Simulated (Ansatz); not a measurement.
Compare A (`[SnH3][CH]1C[SiH2]1`) with its isomer B (`[SiH3][SnH]1[CH2][CH2]1`).

Program: Ansatz. Geometries: PBE0-D4/def2-TZVP. ΔE: electronic, gas phase. CCSD(T)/CBS adds triple-zeta CCSD(T) − MP2 to the extrapolated MP2 energy (def2 sets, frozen cores). DFT in def2-TZVPP. B3LYP here is the variant with VWN-RPA as its local correlation; programs differ in this. def2 core potentials past Kr. For Sn outer-core shells are correlated without core-valence functions, which leaves a few kJ/mol of doubt a bond.

(1) Which isomer does CCSD(T)/CBS put lower? Give the gap. (Best estimate.)

(2) Give E(B) − E(A) in kJ/mol with B3LYP, CCSD(T)/def2-TZVPP, ωB97M-V, HF/def2-TZVPP, PBE-D4, PBE0-D4, CCSD/def2-TZVPP. (An estimate is asked.)

Largest T1 diagnostic: 0.016.

Answers

(1) Computed: B, by 63.7 kJ/mol.

(2) The calculation gave: B3LYP -83.2, CCSD(T)/def2-TZVPP -53.4, ωB97M-V -52.7, HF/def2-TZVPP -57.3, PBE-D4 -79.3, PBE0-D4 -62.1, CCSD/def2-TZVPP -50.0. None reverses the order clearly.

From PBE to PBE0 (25 % exact exchange), in def2-TZVPP and without D4, E(B) − E(A) moves by +17.1 kJ/mol. In def2-TZVPP, CCSD(T) changes the Hartree–Fock value by +3.9 kJ/mol (the triples alone add −3.3 kJ/mol) and MP2 by +5.5 kJ/mol.
